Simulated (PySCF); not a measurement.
Ta(NH)(F)(Cl)2 (Cl2FHNTa), SMILES [NH]=[Ta]([F])([Cl])[Cl], multiplicity 1.

Coordinates come from a B3LYP-D3(BJ)/def2-SVP optimisation. The spin state was assumed, not searched. The structure was generated by enumeration; whether it is a known compound was not checked. The def2 effective core potentials stand for the cores of Ta; spin–orbit coupling is left out.

All values below come from CAM-B3LYP/def2-TZVP run with PySCF.

Symmetry labels are those of the subgroup Cs that the program uses (full group Cs).

Task: List the valence orbital energies around the gap with their symmetry. (The exact figures need the calculation; the answer reports its results.)

Result: 
```json
[
 {"orbital": "HOMO−7", "symmetry": "A'", "energy (eV)": "-12.94"},
 {"orbital": "HOMO−6", "symmetry": "A\"", "energy (eV)": "-12.64"},
 {"orbital": "HOMO−5", "symmetry": "A'", "energy (eV)": "-11.89"},
 {"orbital": "HOMO−4", "symmetry": "A\"", "energy (eV)": "-11.78"},
 {"orbital": "HOMO−3", "symmetry": "A'", "energy (eV)": "-11.50"},
 {"orbital": "HOMO−2", "symmetry": "A\"", "energy (eV)": "-11.14"},
 {"orbital": "HOMO−1", "symmetry": "A'", "energy (eV)": "-10.11"},
 {"orbital": "HOMO", "symmetry": "A\"", "energy (eV)": "-9.93"},
 {"orbital": "LUMO", "symmetry": "A'", "energy (eV)": "-1.16"},
 {"orbital": "LUMO+1", "symmetry": "A\"", "energy (eV)": "-0.91"},
 {"orbital": "LUMO+2", "symmetry": "A'", "energy (eV)": "0.03"},
 {"orbital": "LUMO+3", "symmetry": "A'", "energy (eV)": "0.47"}
]
```
